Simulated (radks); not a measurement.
Results of a calculation; reference values are marked as such.
These are the eigenvalues of the occupied orbitals of an atom or ion with whole-number occupations (eV). Code: a radial shooting solver on a logarithmic mesh with Libxc functionals. Model: Dirac Kohn-Sham, revPBE, spin-unpolarised, spherical densities, finite nucleus; Fermi nuclear charge, rms radius of each element as measured or else 0.836 A^(1/3) + 0.57 fm.

orbital  eigenvalue
1s1/2     -20889.23
2s1/2     -3006.047
2p1/2     -2774.038
2p3/2     -2655.797
3s1/2     -548.9888
3p1/2     -459.8564
3p3/2     -440.0776
3d3/2     -282.5573
3d5/2     -278.7545
4s1/2     -103.4242
4p1/2      -77.2269
4p3/2      -74.2256
4d3/2      -35.1885

Which element is it, and in what charge state? The configuration may be excited. Open shells, if any, fill j = l - 1/2 first.

Answer. Z = 43, technetium, charge +3: Tc3+ in [Kr] 4d4. The list shows which subshells hold electrons but not how many an open one holds; the 1s level, -767.67 hartree, gives Z - s = 39.2 by -(Z - s)^2/2, which with screening and relativity narrows Z to a few neighbours, and the depths of the outer levels then fix element, charge and occupations together.
